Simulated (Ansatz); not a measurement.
Species: InBr (charge 0, singlet). 
Structure (B3LYP-D3(BJ)/def2-TZVP (Ansatz, a quantum-chemistry and plane-wave program) minimum search):
```
In
Br 1 2.5957
```

Problem. Give the harmonic wavenumbers at B3LYP-D3(BJ)/def2-TZVP (Ansatz, finite differences of forces, unscaled).

Solution. 209 cm⁻¹. Zero-point energy 0.3 kcal/mol.

Problem. From these and the geometry, give the ideal-gas thermochemistry at 298.15 K and 1 atm (rigid rotor, harmonic oscillator).

Solution. Point group C∞v, rotational symmetry number 1. Rotational constants 1.592, 1.592 GHz. S(trans) 41.70, S(rot) 18.42, S(vib) 2.05, S(elec, spin only) 0.00, S 62.2 cal/(mol K). H(298) - H(0) 2.42 kcal/mol; G - E(el) -15.8 kcal/mol.
